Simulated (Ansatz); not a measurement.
Stepwise reaction of trimethylindium with hydrogen, as a gas-phase model of exchange steps in deposition or etching. ΔE in kJ/mol.

Program: Ansatz. Geometries: PBE0-D4/def2-TZVP. ΔE: electronic, gas phase. CCSD(T)/CBS is the MP2 limit (def2-TZVPP, def2-QZVPP) plus CCSD(T) − MP2 in def2-TZVPP, frozen cores. This one scheme is used for every species. DFT in def2-TZVPP. B3LYP here is the variant with VWN-RPA as its local correlation; programs differ in this. Elements past krypton have def2 core potentials. For In outer-core shells are correlated without core-valence functions, which leaves a few kJ/mol of doubt a bond.

```json
{"step": "1", "reaction": "`[CH3][In]([CH3])[CH3]` + H₂ → `[CH3][InH][CH3]` + CH₄", "PBE-D4": "-44.5", "B3LYP-D4": "-49.6", "ωB97M-V": "-48.2", "CCSD(T)/CBS": "-40.8"}
{"step": "2", "reaction": "`[CH3][InH][CH3]` + H₂ → `[CH3][InH2]` + CH₄", "PBE-D4": "-44.6", "B3LYP-D4": "-49.9", "ωB97M-V": "-48.5", "CCSD(T)/CBS": "-40.7"}
```

Task: Give the row of step 3, `[CH3][InH2]` + H₂ → `[InH3]` + CH₄. (An estimate is asked.)

Result: Ansatz gave: 
```
step                             reaction  PBE-D4  B3LYP-D4  ωB97M-V  CCSD(T)/CBS
   3  `[CH3][InH2]` + H₂ → `[InH3]` + CH₄   -43.8     -49.3    -48.1        -40.4
```

Task: By hand: ΔE of the 3 steps together at CCSD(T)/CBS.

Result: (-40.8) + (-40.7) + (-40.4) = -121.9 kJ/mol, or -40.6 kJ/mol a step.

In ΔE the steps differ by no more than 0.4 kJ/mol. All are downhill at CCSD(T)/CBS. PBE-D4 differs from CCSD(T)/CBS by -3.9 to -3.4 kJ/mol a step. Isolated molecules leave out the surface, adducts and barriers. Largest T1 diagnostic: 0.014.
